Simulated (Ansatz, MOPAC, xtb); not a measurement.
The molecule MoCl, multiplicity 6 (lowest of 2S+1 = 2, 4, 6, 8 at CCSD(T)/def2-TZVPP on PBE0 minima; our sources give no spin for the ground state, which may be another). No spin–orbit coupling.

Constants: fifth-degree fit in 1/R to seven points, most abundant isotopes. In def2 and cc sets the state is the lowest found near the PBE0 minimum, followed along R.

Run with Ansatz (Gaussian basis) for Hartree–Fock, density functionals and correlated methods; MOPAC for AM1, PM7 (differences of heats of formation); xtb for the GFN methods.  In def2 rows elements past Kr take small-core potentials, without spin–orbit coupling. The GFN methods have no spin term and hold the electronic entropy of 300 K.

```json
[
 {"level": "AM1", "r_e (Å)": "2.291", "ω_e (cm⁻¹)": "513", "B_e (cm⁻¹)": "0.125", "α_e (cm⁻¹)": "0.00039", "dipole (D)": "-"},
 {"level": "PM7", "r_e (Å)": "2.396", "ω_e (cm⁻¹)": "377", "B_e (cm⁻¹)": "0.114", "α_e (cm⁻¹)": "0.00052", "dipole (D)": "-"},
 {"level": "GFN1-xTB", "r_e (Å)": "2.229", "ω_e (cm⁻¹)": "419", "B_e (cm⁻¹)": "0.132", "α_e (cm⁻¹)": "0.00069", "dipole (D)": "-"},
 {"level": "SVWN5/def2-TZVPP", "r_e (Å)": "2.231", "ω_e (cm⁻¹)": "409", "B_e (cm⁻¹)": "0.132", "α_e (cm⁻¹)": "0.00058", "dipole (D)": "3.33"},
 {"level": "PBE/def2-TZVPP", "r_e (Å)": "2.273", "ω_e (cm⁻¹)": "382", "B_e (cm⁻¹)": "0.127", "α_e (cm⁻¹)": "0.00059", "dipole (D)": "3.62"},
 {"level": "r2SCAN/def2-TZVPP", "r_e (Å)": "2.281", "ω_e (cm⁻¹)": "383", "B_e (cm⁻¹)": "0.126", "α_e (cm⁻¹)": "0.00058", "dipole (D)": "3.98"},
 {"level": "B97M-V/def2-TZVPP", "r_e (Å)": "2.304", "ω_e (cm⁻¹)": "369", "B_e (cm⁻¹)": "0.123", "α_e (cm⁻¹)": "0.00058", "dipole (D)": "4.33"},
 {"level": "B3LYP/def2-TZVPP", "r_e (Å)": "2.298", "ω_e (cm⁻¹)": "372", "B_e (cm⁻¹)": "0.124", "α_e (cm⁻¹)": "0.00058", "dipole (D)": "4.24"},
 {"level": "PBE0/def2-TZVPP", "r_e (Å)": "2.281", "ω_e (cm⁻¹)": "380", "B_e (cm⁻¹)": "0.126", "α_e (cm⁻¹)": "0.00059", "dipole (D)": "4.37"},
 {"level": "BHLYP/def2-TZVPP", "r_e (Å)": "2.313", "ω_e (cm⁻¹)": "367", "B_e (cm⁻¹)": "0.122", "α_e (cm⁻¹)": "0.00058", "dipole (D)": "5.09"},
 {"level": "CAM-B3LYP/def2-TZVPP", "r_e (Å)": "2.296", "ω_e (cm⁻¹)": "376", "B_e (cm⁻¹)": "0.124", "α_e (cm⁻¹)": "0.00057", "dipole (D)": "4.65"},
 {"level": "wB97X-V/def2-TZVPP", "r_e (Å)": "2.295", "ω_e (cm⁻¹)": "376", "B_e (cm⁻¹)": "0.124", "α_e (cm⁻¹)": "0.00057", "dipole (D)": "4.83"},
 {"level": "wB97M-V/def2-TZVPP", "r_e (Å)": "2.302", "ω_e (cm⁻¹)": "372", "B_e (cm⁻¹)": "0.123", "α_e (cm⁻¹)": "0.00057", "dipole (D)": "4.75"},
 {"level": "B2PLYP/def2-TZVPP", "r_e (Å)": "2.292", "ω_e (cm⁻¹)": "378", "B_e (cm⁻¹)": "0.125", "α_e (cm⁻¹)": "0.00057", "dipole (D)": "-"},
 {"level": "CCSD/def2-TZVPP", "r_e (Å)": "2.304", "ω_e (cm⁻¹)": "377", "B_e (cm⁻¹)": "0.123", "α_e (cm⁻¹)": "0.00057", "dipole (D)": "-"},
 {"level": "CCSD/def2-QZVPP", "r_e (Å)": "2.306", "ω_e (cm⁻¹)": "372", "B_e (cm⁻¹)": "0.123", "α_e (cm⁻¹)": "0.00057", "dipole (D)": "-"},
 {"level": "CCSD(T)/def2-TZVPP", "r_e (Å)": "2.294", "ω_e (cm⁻¹)": "383", "B_e (cm⁻¹)": "0.124", "α_e (cm⁻¹)": "0.00057", "dipole (D)": "-"},
 {"level": "CCSD(T)/def2-QZVPP", "r_e (Å)": "2.296", "ω_e (cm⁻¹)": "377", "B_e (cm⁻¹)": "0.124", "α_e (cm⁻¹)": "0.00057", "dipole (D)": "-"},
 {"level": "CCSD(T)/CBS(def2-TZVPP, def2-QZVPP)", "r_e (Å)": "2.297", "ω_e (cm⁻¹)": "373", "B_e (cm⁻¹)": "0.124", "α_e (cm⁻¹)": "0.00057", "dipole (D)": "-"}
]
```

Correlated levels freeze the inner cores; with def2 sets outer-core shells near the valence are correlated too. CBS: X⁻³ extrapolation of the correlation energy, Hartree–Fock from the larger set. The state that AM1, PM7 reach isn't checked; PM7 holds dispersion and hydrogen-bond terms.

Ansatz is a quantum-chemistry and plane-wave program.
